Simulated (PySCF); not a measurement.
Br$_{2}$Ge, charge -1, sextet, at a GFN2-xTB geometry of the parent state (a state made from the parent by changing its charge; the spin is typed, not shown lowest) (a gas-phase anion, which may not be bound at this level); B3LYP/3-21G (PySCF).

Here is a job for PySCF.
```python
from pyscf import gto, scf, dft

mol = gto.Mole()
mol.atom = '''
    Ge    0.01772041    0.00659318    1.06702307
    Br    1.10832851   -1.68300099   -0.49594218
    Br   -1.12453002    1.67697294   -0.47962177
'''
mol.basis = '3-21g'
mol.charge = -1
mol.spin = 5
mol.verbose = 4
mol.build()

mf = dft.ROKS(mol)
mf.xc = 'b3lyp'
mf.kernel()
```

Output, abridged:

```
PySCF version 2.14.0

[INPUT] verbose = 4
[INPUT] num. atoms = 3
[INPUT] num. electrons = 103
[INPUT] charge = -1
[INPUT] spin (= nelec alpha-beta = 2S) = 5
[INPUT] symmetry False subgroup None
[INPUT] Mole.unit = angstrom
[INPUT] Symbol           X                Y                Z      unit          X                Y                Z       unit  Magmom
[INPUT]  1 Ge     0.017720410000   0.006593180000   1.067023070000 AA    0.033486721715   0.012459304490   2.016381370893 Bohr   0.0
[INPUT]  2 Br     1.108328510000  -1.683000990000  -0.495942180000 AA    2.094437339947  -3.180410938472  -0.937194893820 Bohr   0.0
[INPUT]  3 Br    -1.124530020000   1.676972940000  -0.479621770000 AA   -2.125053756652   3.169019574907  -0.906353788679 Bohr   0.0

nuclear repulsion = 626.084142526092
number of shells = 30
number of NR pGTOs = 162
number of NR cGTOs = 66
basis = 3-21g
ecp = {}

******** <class 'pyscf.dft.roks.ROKS'> ********
method = ROKS
initial guess = minao
damping factor = 0
level_shift factor = 0
DIIS = <class 'pyscf.scf.diis.CDIIS'>
diis_start_cycle = 1
diis_space = 8
diis_damp = 0
SCF conv_tol = 1e-09
SCF conv_tol_grad = None
SCF max_cycles = 50
direct_scf = True
direct_scf_tol = 1e-13
num. doubly occ = 49  num. singly occ = 5
XC library pyscf.dft.libxc version 7.1.2
    S. Lehtola, C. Steigemann, M. J. T. Oliveira, and M. A. L. Marques,  SoftwareX 7, 1–5 (2018)
XC functionals = b3lyp
    P. J. Stephens, F. J. Devlin, C. F. Chabalowski, and M. J. Frisch,  J. Phys. Chem. 98, 11623 (1994)
radial grids:
    Treutler-Ahlrichs [JCP 102, 346 (1995); DOI:10.1063/1.469408] (M4) radial grids

becke partition: Becke, JCP 88, 2547 (1988); DOI:10.1063/1.454033
pruning grids: <function nwchem_prune>
grids dens level: 3
symmetrized grids: False
atomic radii adjust function: <function treutler_atomic_radii_adjust>
small_rho_cutoff = 0
Set gradient conv threshold to 3.16228e-05
tot grids = 61488
init E= -7183.3590432861
  HOMO = -0.103740040115739  LUMO = 0.195828971805155  gap/eV = 8.15169
cycle= 1 E= -7190.30469528408  delta_E= -6.95  |g|= 0.24  |ddm|=  2.4
  HOMO = 0.225606208729282  LUMO = 0.523970877240038  gap/eV = 8.11892
cycle= 2 E= -7190.32004880263  delta_E= -0.0154  |g|= 0.159  |ddm|= 1.19
  HOMO = 0.165527862593093  LUMO = 0.46528865186749  gap/eV = 8.15691
cycle= 3 E= -7190.34146631039  delta_E= -0.0214  |g|= 0.0487  |ddm|= 0.653
  HOMO = 0.171948003083226  LUMO = 0.47248785391102  gap/eV = 8.17811
cycle= 4 E= -7190.34321652947  delta_E= -0.00175  |g|= 0.00858  |ddm|= 0.109
  HOMO = 0.171242322124362  LUMO = 0.471636131184878  gap/eV = 8.17413
cycle= 5 E= -7190.34327849333  delta_E= -6.2e-05  |g|= 0.00291  |ddm|= 0.0269
  HOMO = 0.17125790411168  LUMO = 0.471557668504309  gap/eV = 8.17157
cycle= 6 E= -7190.34320489165  delta_E= 7.36e-05  |g|= 0.01  |ddm|= 0.0247
  HOMO = 0.171282157229464  LUMO = 0.471494189977889  gap/eV = 8.16919
cycle= 7 E= -7190.34329398263  delta_E= -8.91e-05  |g|= 0.000439  |ddm|= 0.0201
  HOMO = 0.171322137729802  LUMO = 0.471468014462855  gap/eV = 8.16739
cycle= 8 E= -7190.34329664118  delta_E= -2.66e-06  |g|= 0.00015  |ddm|= 0.0083
  HOMO = 0.171344839660001  LUMO = 0.471469508377929  gap/eV = 8.16681
cycle= 9 E= -7190.34329690307  delta_E= -2.62e-07  |g|= 1.12e-05  |ddm|= 0.00339
  HOMO = 0.171344448018023  LUMO = 0.471468332718371  gap/eV = 8.16679
cycle= 10 E= -7190.34329690362  delta_E= -5.46e-10  |g|= 5.77e-07  |ddm|= 0.000153
  HOMO = 0.171344250086954  LUMO = 0.471468181202346  gap/eV = 8.16679
Extra cycle  E= -7190.34329690362  delta_E= -3.64e-12  |g|= 2.45e-06  |ddm|= 6.64e-06
converged SCF energy = -7190.34329690362
```
